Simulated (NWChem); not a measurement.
All runs are NWChem calculations. System: NP, charge 0, spin multiplicity 1, displaced from the optimised geometry. Level: RHF/cc-pVDZ, spin-restricted.

The NWChem input:

```
start mol
memory heap 200 mb stack 900 mb global 1100 mb
geometry units angstroms nocenter noautoz noautosym
  N      0.000000     0.000000     3.247773
  P      0.000000     0.000000    -0.473634
end
basis spherical
  * library cc-pvdz
end
scf
  rhf
  nopen 0
  maxiter 100
  thresh 1e-7
  semidirect memsize 60000000 filesize 0
end
task scf energy
```

NWChem printed:

```
             Northwest Computational Chemistry Package (NWChem) 7.3.0
             --------------------------------------------------------

                                NWChem Input Module
                                -------------------

 Scaling coordinates for geometry "geometry" by  1.889725989
 (inverse scale =  0.529177249)

                             Geometry "geometry" -> ""
                             -------------------------

 Output coordinates in angstroms (scale by  1.889725989 to convert to a.u.)

  No.       Tag          Charge          X              Y              Z
 ---- ---------------- ---------- -------------- -------------- --------------
    1 N                    7.0000     0.00000000     0.00000000     3.24777300
    2 P                   15.0000     0.00000000     0.00000000    -0.47363400

 Effective nuclear repulsion energy (a.u.)      14.9308073922

            Nuclear Dipole moment (a.u.)
            ----------------------------
        X                 Y               Z
 ---------------- ---------------- ----------------
     0.0000000000     0.0000000000    29.5362301186


 Summary of "ao basis" -> "" (spherical)
 ------------------------------------------------------------------------------
       Tag                 Description            Shells   Functions and Types
 ---------------- ------------------------------  ------  ---------------------
 *                          cc-pvdz                   on all atoms

 Summary of "ao basis" -> "ao basis" (spherical)
 ------------------------------------------------------------------------------
       Tag                 Description            Shells   Functions and Types
 ---------------- ------------------------------  ------  ---------------------
 N                          cc-pvdz                  6       14   3s2p1d
 P                          cc-pvdz                  8       18   4s3p1d

                                 NWChem SCF Module
                                 -----------------

  ao basis        = "ao basis"
  functions       =    32
  atoms           =     2
[...]
              MO Center= -1.2D-16, -2.7D-15, -4.7D-01, r^2= 1.7D+00
   Bfn.  Coefficient  Atom+Function         Bfn.  Coefficient  Atom+Function
  ----- ------------  ---------------      ----- ------------  ---------------
    24      0.559885  2 P  pz                27      0.546763  2 P  pz

 Vector   10  Occ=2.000000D+00  E=-2.629049D-01
              MO Center= -6.3D-17,  1.2D-16,  2.7D+00, r^2= 2.7D+00
   Bfn.  Coefficient  Atom+Function         Bfn.  Coefficient  Atom+Function
  ----- ------------  ---------------      ----- ------------  ---------------
     4      0.535336  1 N  px                 7      0.486814  1 N  px
    25      0.249333  2 P  px                22      0.163902  2 P  px

 Vector   11  Occ=2.000000D+00  E=-2.629049D-01
              MO Center= -3.3D-16, -4.2D-16,  2.7D+00, r^2= 2.7D+00
   Bfn.  Coefficient  Atom+Function         Bfn.  Coefficient  Atom+Function
  ----- ------------  ---------------      ----- ------------  ---------------
     5      0.535336  1 N  py                 8      0.486814  1 N  py
    26      0.249333  2 P  py                23      0.163902  2 P  py

 Vector   12  Occ=0.000000D+00  E=-1.164254D-01
              MO Center= -2.3D-17,  1.1D-15,  8.1D-02, r^2= 3.6D+00
   Bfn.  Coefficient  Atom+Function         Bfn.  Coefficient  Atom+Function
  ----- ------------  ---------------      ----- ------------  ---------------
    26      0.582082  2 P  py                23      0.405835  2 P  py
     5     -0.229715  1 N  py                 8     -0.207862  1 N  py

 Vector   13  Occ=0.000000D+00  E=-1.164254D-01
              MO Center= -1.8D-16,  7.9D-16,  8.1D-02, r^2= 3.6D+00
   Bfn.  Coefficient  Atom+Function         Bfn.  Coefficient  Atom+Function
  ----- ------------  ---------------      ----- ------------  ---------------
    25      0.582082  2 P  px                22      0.405835  2 P  px
     4     -0.229715  1 N  px                 7     -0.207862  1 N  px

 Vector   14  Occ=0.000000D+00  E= 1.570698D-01
              MO Center=  2.1D-16,  1.5D-17,  3.2D+00, r^2= 1.2D+00
   Bfn.  Coefficient  Atom+Function         Bfn.  Coefficient  Atom+Function
  ----- ------------  ---------------      ----- ------------  ---------------
     9      0.650893  1 N  pz                 6      0.473205  1 N  pz
    17      0.153136  2 P  s

 center of mass
 --------------
 x =   0.00000000 y =   0.00000000 z =   1.29443870

 moments of inertia (a.u.)
 ------------------
         476.914314485945           0.000000000000           0.000000000000
           0.000000000000         476.914314485945           0.000000000000
           0.000000000000           0.000000000000           0.000000000000

  Mulliken analysis of the total density
  --------------------------------------

    Atom       Charge   Shell Charges
 -----------   ------   -------------------------------------------------------
    1 N    7     7.39   2.00  0.89  1.11  1.80  1.60  0.00
    2 P   15    14.61   2.00  2.01  1.09  0.90  6.00  1.24  1.37  0.00

       Multipole analysis of the density wrt the origin
       ------------------------------------------------

     L   x y z        total         open         nuclear
     -   - - -        -----         ----         -------
     0   0 0 0     -0.000000      0.000000     22.000000

     1   1 0 0      0.000000      0.000000      0.000000
     1   0 1 0      0.000000      0.000000      0.000000
     1   0 0 1     -2.731684      0.000000     29.536230

     2   2 0 0    -13.153752      0.000000      0.000000
     2   1 1 0     -0.000000      0.000000      0.000000
     2   1 0 1      0.000000      0.000000      0.000000
     2   0 2 0    -13.153752      0.000000      0.000000
     2   0 1 1     -0.000000      0.000000      0.000000
     2   0 0 2    -29.512555      0.000000    275.690249

 Task  times  cpu:        0.9s     wall:        0.9s

 Total times  cpu:        0.9s     wall:        0.9s
```
